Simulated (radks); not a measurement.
Results of a calculation; reference values are marked as such.
Question: Excited configurations of Ba II: one electron is placed in a higher orbital outside [Xe]. The ground configuration is [Xe] 6s1. Level of theory: scalar-relativistic Kohn-Sham, r2SCAN, spin-polarised, spherical densities, finite nucleus; open shells are filled with parallel spins first (spin-orbit coupling, left out, can overturn this in heavy ions); meta-GGA in the generalised Kohn-Sham scheme; Fermi nuclear charge, rms radius 4.8378 fm (a radial shooting solver on a logarithmic mesh with Libxc functionals). Excitation = E - E(ground); binding = E(ion) - E, where the ion is the core of charge +2; n* = 2/sqrt(2 binding) in atomic units, and the quantum defect is n - n*.

| outer orbital | excitation (eV) | binding (eV) | n* | quantum defect | eigenvalue (eV) | <r> (bohr) |
|---|---|---|---|---|---|---|
| 4f | 5.049 | 4.765 | 3.380 | 0.620 | -2.182 | 4.839 |
| 5d | 0.792 | 9.022 | 2.456 | 2.544 | -5.926 | 3.234 |
| 5f | 6.479 | 3.334 | 4.040 | 0.960 | -2.406 | 9.302 |
| 6p | 2.603 | 7.211 | 2.747 | 3.253 | -5.718 | 5.440 |
| 6f | 7.606 | 2.208 | 4.965 | 1.035 | -1.697 | 15.93 |
| 7s | 4.965 | 4.849 | 3.350 | 3.650 | -3.912 | 8.644 |
| 7p | 5.921 | 3.892 | 3.739 | 3.261 | -3.133 | 10.37 |
| 7f | 8.251 | 1.562 | 5.902 | 1.098 | -1.237 | 24.01 |

Estimate the row for 6d.

Answer: excitation (eV) 5.407; binding (eV) 4.406; n* 3.514; quantum defect 2.486; eigenvalue (eV) -3.336; <r> (bohr) 8.110. The Delta-SCF ionisation energy is 9.813 eV (NIST Atomic Spectra Database: 10.004 eV, measured). Self-interaction in the functional shifts the binding energies and quantum defects, so they are the method's values and not measured ones.
